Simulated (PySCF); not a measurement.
H4Al (SMILES [AlH4-]), charge -1, singlet, at a GFN2-xTB geometry (such geometries of metal compounds can be far from the true shape); LC-WPBE/6-31G, TDA in PySCF.

The PySCF input:
```python
from pyscf import gto, scf, dft, tdscf

mol = gto.M(
    atom='''
Al    0.00000000    0.00000000    0.00000000
H     1.18053819   -0.18487477    1.10520713
H    -1.20484790    0.89002915    0.63680575
H    -0.57385632   -1.46106504   -0.43047623
H     0.59816603    0.75591066   -1.31153666
''',
    basis='6-31g',
    charge=-1,
    verbose=4,
)

mf = dft.RKS(mol)
mf.xc = 'lc_wpbe'
mf.kernel()
td = mf.TDA()
td.nstates = 5
td.kernel()
td.analyze()
```

Q: Write the output that PySCF gives for this input, abridged.

A: 
```
PySCF version 2.14.0

[INPUT] verbose = 4
[INPUT] num. atoms = 5
[INPUT] num. electrons = 18
[INPUT] charge = -1
[INPUT] spin (= nelec alpha-beta = 2S) = 0
[INPUT] symmetry False subgroup None
[INPUT] Mole.unit = angstrom
[INPUT] Symbol           X                Y                Z      unit          X                Y                Z       unit  Magmom
[...]
nuclear repulsion = 18.1003595806951
number of shells = 15
number of NR pGTOs = 62
number of NR cGTOs = 21
basis = 6-31g
ecp = {}

******** <class 'pyscf.dft.rks.RKS'> ********
method = RKS
initial guess = minao
damping factor = 0
level_shift factor = 0
DIIS = <class 'pyscf.scf.diis.CDIIS'>
diis_start_cycle = 1
diis_space = 8
diis_damp = 0
SCF conv_tol = 1e-09
SCF conv_tol_grad = None
SCF max_cycles = 50
direct_scf = True
direct_scf_tol = 1e-13
XC library pyscf.dft.libxc version 7.1.2
    S. Lehtola, C. Steigemann, M. J. T. Oliveira, and M. A. L. Marques,  SoftwareX 7, 1–5 (2018)
XC functionals = lc_wpbe
    O. A. Vydrov and G. E. Scuseria,  J. Chem. Phys. 125, 234109 (2006)
radial grids:
    Treutler-Ahlrichs [JCP 102, 346 (1995); DOI:10.1063/1.469408] (M4) radial grids

becke partition: Becke, JCP 88, 2547 (1988); DOI:10.1063/1.454033
pruning grids: <function nwchem_prune>
grids dens level: 3
symmetrized grids: False
atomic radii adjust function: <function treutler_atomic_radii_adjust>
small_rho_cutoff = 0
Set gradient conv threshold to 3.16228e-05
Initial guess from minao.
tot grids = 58416
init E= -244.225167761364
[...]
cycle= 1 E= -244.706356100912  delta_E= -0.481  |g|= 0.165  |ddm|= 1.47
[...]
cycle= 2 E= -244.719758782606  delta_E= -0.0134  |g|= 0.0232  |ddm|= 0.286
[...]
cycle= 3 E= -244.720110640316  delta_E= -0.000352  |g|= 0.0043  |ddm|= 0.0484
[...]
cycle= 4 E= -244.720125960983  delta_E= -1.53e-05  |g|= 0.000866  |ddm|= 0.0116
[...]
cycle= 5 E= -244.720126695103  delta_E= -7.34e-07  |g|= 0.000111  |ddm|= 0.00315
[...]
cycle= 6 E= -244.720126709265  delta_E= -1.42e-08  |g|= 4.23e-06  |ddm|= 0.000648
[...]
cycle= 7 E= -244.720126709281  delta_E= -1.59e-11  |g|= 5.93e-07  |ddm|= 1.57e-05
[...]
Extra cycle  E= -244.720126709282  delta_E= -5.68e-13  |g|= 1.41e-07  |ddm|= 1.77e-06
converged SCF energy = -244.720126709282

******** <class 'pyscf.tdscf.rks.TDA'> for <class 'pyscf.dft.rks.RKS'> ********
nstates = 5 singlet
deg_eia_thresh = 1.000e-03
wfnsym = None
conv_tol = 1e-05
eigh lindep = 1e-12
eigh level_shift = 0
eigh max_cycle = 100

Excitation energies (eV)
[...]

** Singlet excitation energies and oscillator strengths **
Excited State   1:      8.26536 eV    150.00 nm  f=0.0000
       7 -> 10       -0.13029
       8 -> 10       -0.24095
       8 -> 11        0.35477
       8 -> 12        0.19141
       9 -> 10        0.41196
       9 -> 11        0.21081
       9 -> 12        0.17259
Excited State   2:      8.26536 eV    150.00 nm  f=0.0000
       7 -> 10       -0.19058
       7 -> 11        0.40737
       7 -> 12        0.14388
       8 -> 11       -0.10310
       8 -> 12       -0.11230
       9 -> 11       -0.21217
       9 -> 12        0.43881
Excited State   3:      8.26536 eV    150.00 nm  f=0.0000
       7 -> 10        0.43477
       7 -> 11        0.22907
       8 -> 10       -0.10388
       8 -> 11        0.19107
       8 -> 12       -0.44396
Excited State   4:      8.36282 eV    148.26 nm  f=0.0000
       7 -> 10        0.35338
       7 -> 11        0.21929
       8 -> 12        0.47846
       9 -> 10       -0.25882
Excited State   5:      8.36282 eV    148.26 nm  f=0.0000
       7 -> 10       -0.18301
       7 -> 11        0.31109
       7 -> 12        0.15006
       8 -> 10        0.28823
       9 -> 10       -0.13267
       9 -> 11        0.40696
       9 -> 12       -0.27258

** Transition electric dipole moments (AU) **
state          X           Y           Z        Dip. S.      Osc.
  1         0.0000      0.0000      0.0000      0.0000      0.0000
  2        -0.0000      0.0000     -0.0000      0.0000      0.0000
  3        -0.0000     -0.0000      0.0000      0.0000      0.0000
  4         0.0000     -0.0000      0.0000      0.0000      0.0000
  5        -0.0000      0.0000     -0.0000      0.0000      0.0000

** Transition velocity dipole moments (imaginary part, AU) **
state          X           Y           Z        Dip. S.      Osc.
  1         0.0000      0.0000     -0.0000      0.0000      0.0000
  2         0.0000      0.0000     -0.0000      0.0000      0.0000
  3        -0.0000     -0.0000      0.0000      0.0000      0.0000
  4         0.0000     -0.0000      0.0000      0.0000      0.0000
  5        -0.0000     -0.0000     -0.0000      0.0000      0.0000

** Transition magnetic dipole moments (imaginary part, AU) **
state          X           Y           Z
  1         0.1426      0.6217     -1.1400
  2        -1.2395      0.4069      0.0669
  3         0.3869      1.0744      0.6343
  4         0.0000      0.0000     -0.0000
  5        -0.0000      0.0000     -0.0000
```
